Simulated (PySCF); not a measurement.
**Polarisability and C₆ of Os³⁺ (osmium, charge +3)**

[Xe] 4f14 5d5, high-spin 6S determinant. Computed with PySCF 2.14 in aug-cc-pVQZ-PP with ECP60MDF, with scalar relativity through the core potential. Coupled (time-dependent) response in atomic units; α is the mean over directions.

```
method  mean α (bohr³)  C₆ (like pair)  S(−4)
 M06-L           6.770           36.87  9.817
```

S(−4) is the Cauchy moment in α(ω) = α(0) + S(−4) ω² + …

α(iu) at M06-L:

| u (hartree) | α(iu) (bohr³) |
| --- | --- |
| 0 | 6.770 |
| 0.0500 | 6.746 |
| 0.100 | 6.674 |
| 0.200 | 6.412 |
| 0.300 | 6.044 |
| 0.500 | 5.213 |
| 0.750 | 4.273 |
| 1.00 | 3.525 |
| 1.50 | 2.476 |
| 2.00 | 1.809 |
| 3.00 | 1.059 |
| 5.00 | 0.4708 |

A single London oscillator, α(iu) = α/(1 + u²/ω²), gives C₆ = (3/4) ω α². Matching the computed C₆ needs ω = 4 × 36.87 / (3 × 6.770²) = 1.07 hartree.

For an ion, C₆ is the dispersion term alone; charge-induced terms of lower order in 1/R come first.

Energies and moments cover only the electrons outside the core potential. Spin-orbit coupling, which splits the p, d and f shells strongly at this Z, is absent.
